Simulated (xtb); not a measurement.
xtb input (GFN2-xTB):

```bash
xtb mol.xyz --gfn 2 --ohess tight --chrg -1 --uhf 0
```
mol.xyz:
```
4

Sn     0.03041661    -0.03231283     0.86138295
Cl    -1.97202280    -1.05047911    -0.26285193
Cl     0.04349135     2.23655121    -0.29816921
Cl     1.89707037    -1.17352951    -0.29235119
```

End of the output:

```
optimized geometry written to: xtbopt.xyz

           -------------------------------------------------
          | TOTAL ENERGY              -16.225034455174 Eh   |
          | TOTAL ENTHALPY            -16.215204074448 Eh   |
          | TOTAL FREE ENERGY         -16.255783543256 Eh   |
          | GRADIENT NORM               0.000052950880 Eh/α |
          | HOMO-LUMO GAP               6.172204675086 eV   |
           -------------------------------------------------

------------------------------------------------------------------------
------------------------------------------------------------------------
 total:
 SCF:
 ANC optimizer:
 analytical hessian:
```

It need not be the lowest isomer of its formula.
